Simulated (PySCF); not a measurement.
SnHI3, SMILES [I][SnH]([I])[I]. Heavy atoms are numbered as in [SnH:1]([I:2])([I:3])[I:4]. Hydrogens are named by the atom that carries them.

The structure is a stationary point at B3LYP-D3(BJ)/def2-SVP. The structure was generated by enumeration; whether it is a known compound was not checked. The def2 effective core potentials stand for the cores of I, Sn; spin–orbit coupling is left out.

Level of theory: PBE/def2-TZVP in PySCF.

ESP charges are fitted to the potential on shells at 1.4 to 2.0 van der Waals radii. Atomic charges (e), one atom of each kind:

```
atom       Löwdin  Mulliken  ESP fit
---------  ------  --------  -------
Sn1 (SnH)   -0.29         …    -0.22
I2           0.10         …     0.02
H on Sn1    -0.02         …     0.15
```

Q: What belongs in the gaps? (The exact figures need the calculation; the answer reports its results.)

A: 
- Sn1 (SnH), Mulliken: 0.58
- I2, Mulliken: -0.19
- H on Sn1, Mulliken: 0.00
